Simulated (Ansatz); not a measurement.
Ag₂Cl₂⁺, that is (AgCl)2 ring with one electron fewer. Total charge 1; doublet. Geometry PBE0-D4/def2-SVP, that of the neutral singlet; atoms count from 1.

| atom | x (Å) | y (Å) | z (Å) |
| --- | --- | --- | --- |
| Ag1 | -1.127 | 0.590 | -0.671 |
| Cl2 | -1.257 | -0.776 | 1.429 |
| Ag3 | 1.127 | -0.588 | 0.672 |
| Cl4 | 1.257 | 0.774 | -1.430 |

In the def2 sets Ag takes a core potential; there is no spin–orbit coupling.

Estimate the Mulliken populations from the PBE0/def2-TZVP orbitals of Ansatz.


| atom | charge (e) | spin (α − β) | d electrons |
| --- | --- | --- | --- |
| Ag1 | 0.64 | 0.12 | 9.82 |
| Cl2 | -0.14 | 0.38 | – |
| Ag3 | 0.64 | 0.12 | 9.82 |
| Cl4 | -0.14 | 0.38 | – |
Mulliken values and Mayer orders depend strongly on the basis.

Where does the spin sit?

Summed by element: Ag 0.23, Cl 0.77, of 1 unpaired in all. Largest on single atoms: Cl4 0.38, Cl2 0.38, Ag3 0.12.

And the Mayer bond orders between bonded heavy atoms (over 0.3)?

Ag1–Cl2 0.55 (2.51 Å); Ag1–Cl4 0.55 (2.51 Å); Cl2–Ag3 0.55 (2.51 Å); Ag3–Cl4 0.55 (2.51 Å).
